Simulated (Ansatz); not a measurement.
Stepwise reaction of `N[Si](N)(Cl)Cl` with hydrogen, as a gas-phase model of exchange steps in deposition or etching. ΔE in kJ/mol; ΔG adds harmonic PBE0-D4 terms to CCSD(T)/CBS, at 1 bar.

Gas-phase electronic energies from Ansatz, PBE0-D4/def2-TZVP geometries. CCSD(T)/CBS is the MP2 limit (def2-TZVPP, def2-QZVPP) plus CCSD(T) − MP2 in def2-TZVPP, frozen cores. This one scheme is used for every species. DFT in def2-TZVPP. B3LYP here is the variant with VWN-RPA as its local correlation; programs differ in this. One conformer a species, not always the lowest.

```csv
step,reaction,PBE-D4,B3LYP-D4,ωB97M-V,CCSD(T)/CBS,ΔG(600 K)
2,`N[SiH](Cl)Cl` + H₂ → `Cl[SiH2]Cl` + NH₃,46.2,48.5,49.7,47.7,51.7
```

Problem. Give the row of step 1, `N[Si](N)(Cl)Cl` + H₂ → `N[SiH](Cl)Cl` + NH₃. (An estimate is asked.)

Solution. Computed: 
```tsv
step	reaction	PBE-D4	B3LYP-D4	ωB97M-V	CCSD(T)/CBS	ΔG(600 K)
1	`N[Si](N)(Cl)Cl` + H₂ → `N[SiH](Cl)Cl` + NH₃	53.3	56.8	57.7	56.1	45.4
```

Problem. By hand: ΔE of the 2 steps together at CCSD(T)/CBS.

Solution. (56.1) + (47.7) = 103.8 kJ/mol, or 51.9 kJ/mol a step.

In ΔE each step is lower than the one before. All are uphill at CCSD(T)/CBS. ΔG lies between 45.4 and 51.7 kJ/mol a step. PBE-D4 differs from CCSD(T)/CBS by -2.8 to -1.5 kJ/mol a step. Isolated molecules leave out the surface, adducts and barriers. Largest T1 diagnostic: 0.009.
